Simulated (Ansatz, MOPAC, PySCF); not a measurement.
Species: chloro selenohypochlorite, SeCl$_{2}$ (charge 0, singlet). SMILES: [Se](Cl)Cl
Geometry from a B3LYP-D3(BJ)/def2-TZVP (Ansatz, an electronic-structure program) optimisation:
```
Se
Cl 1 2.1758
Cl 1 2.1758 2 101.74
```

Unscaled harmonic wavenumbers (cm⁻¹) in rising order, each level at the stationary point that it reaches from this structure (no distance between atoms moves by over 0.3 Å); the order of modes can differ between levels, and a negative number is imaginary. B3LYP-D3(BJ)/def2-TZVP (PySCF, at the structure above): 155, 389, 412.

PM3 (MOPAC): 127, 411, 415. Zero-point energy 1.4 against 1.4 kcal/mol.

PM7 (MOPAC): 126, 410, 417. Zero-point energy 1.4 against 1.4 kcal/mol.

HF/3-21G (Ansatz): 139, 388, 388. Zero-point energy 1.3 against 1.4 kcal/mol.
